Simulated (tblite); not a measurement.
Isomers of C3H10NSi (doublet state). Level: GFN2-xTB in tblite, geometry and Hessian alike; calculated harmonic values, unscaled, isolated species. Errors from tens to a few hundred cm⁻¹ against measured bands are possible. Modes of hydrogen on silicon can be 10 to 20 % off. One conformer each. Open shells enter through the occupations alone, without spin polarisation, and single modes of such species can be off by tens of per cent.

Electronic energies: GFN2-xTB at the same geometries; isomer energies are rough at this level and their order can be wrong.

| SMILES | electronic energy, lowest = 0 (kcal/mol) |
| --- | --- |
| C[CH]N[SiH2]C | 9.4 |
| C[C](C)N[SiH3] | 0.0 |
| CC(C)[N][SiH3] | 7.4 |
| [CH2][C@H](C)N[SiH3] | 17.9 |

Problem. How do GFN2-xTB zero-point energies change the relative energies?

Solution. 
```tsv
SMILES	ZPE (kcal/mol)	of it from modes above 1550 cm⁻¹	electronic (kcal/mol)	with ZPE, lowest = 0 (kcal/mol)	lowest mode (cm⁻¹)	rings
C[C](C)N[SiH3]	73.9	39.7	0.0	0.0	15i	0
CC(C)[N][SiH3]	74.4	39.3	7.4	7.8	41	0
C[CH]N[SiH2]C	75.2	41.3	9.4	10.7	66	0
[CH2][C@H](C)N[SiH3]	73.5	40.6	17.9	17.5	46	0
```

The zero-point energies span 1.7 kcal/mol, from `[CH2][C@H](C)N[SiH3]` to `C[CH]N[SiH2]C`. Slightly imaginary modes are left out of the zero-point energy: `C[C](C)N[SiH3]` 15.2i cm⁻¹. The order is unchanged.

Problem. What do entropy and thermal enthalpy add at 298.15 K and 1 bar (rigid rotor, harmonic oscillator, one conformer each)?

Solution. 
| SMILES | point group | symmetry number | S (cal/(mol K)) | H − H(0) (kcal/mol) | ZPE + H − H(0) − TS (kcal/mol) |
| --- | --- | --- | --- | --- | --- |
| CC(C)[N][SiH3] | C1 | 1 | 89.5 | 5.76 | 53.4 |
| C[CH]N[SiH2]C | C1 | 1 | 90.9 | 6.14 | 54.2 |
| [CH2][C@H](C)N[SiH3] | C1 | 1 | 90.4 | 6.00 | 52.6 |

S holds R ln(2S + 1) for the spin.

Not tabulated: `C[C](C)N[SiH3]` (lowest mode only 15i cm⁻¹).
